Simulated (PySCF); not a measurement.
Al(H)2(NHMe), SMILES C[NH][AlH2] at its PBE0/def2-SVP optimised geometry (Å):

```
9

Al     0.6124    -0.5869     0.0000
H      2.2003    -0.5869     0.0000
H     -0.3005    -1.8869    -0.0001
N     -0.1966     0.9961     0.0000
C     -1.6068     1.3068     0.0000
H      0.3767     1.8355     0.0001
H     -1.9172     1.8869    -0.8891
H     -1.9176     1.8853     0.8900
H     -2.2003     0.3789    -0.0009
```

Calculation: PBE0/def2-TZVP (PySCF).

Map of the log10 of the electron density (e/bohr³), floored at −4 on the plane z = 1.2 Å:

```
|                           |
|                           |
|                           |
|      .::..                |
|    .:-==-:.               |
|    :=+**+=-::::.          |
|   .-+*#%#+=----:.         |
|   :=*%@@%*++++=-:         |
|   :=*%@@%#****+=:.        |
|   :=*#%@%####**=-:.       |
|   :-+*########*+=-:..     |
|   .-=*****####*+==--:.    |
|   .-=+++++*###**++==-:.   |
|   .:-====++*##***+++=-:   |
|    .:----=+********+=-:.  |
|     .:::-=++*******+=-:.  |
|       .:-=+*******++=-:   |
|       .:-=+***+++++=-:.   |
|        :-=+***++==--:.    |
|        :-=++++==--::.     |
|        .:-=++==-:..       |
|         .:----::.         |
|          .::::..          |
|           ....            |
|                           |
|                           |
|                           |
```
Scale: ten equal steps from -4.00 (start of ' ') to -1.03 (end of '@'), in the order ' .:-=+*#%@'; x runs from -4.50 to 4.50, y from -4.50 (bottom) to 4.50 (top).
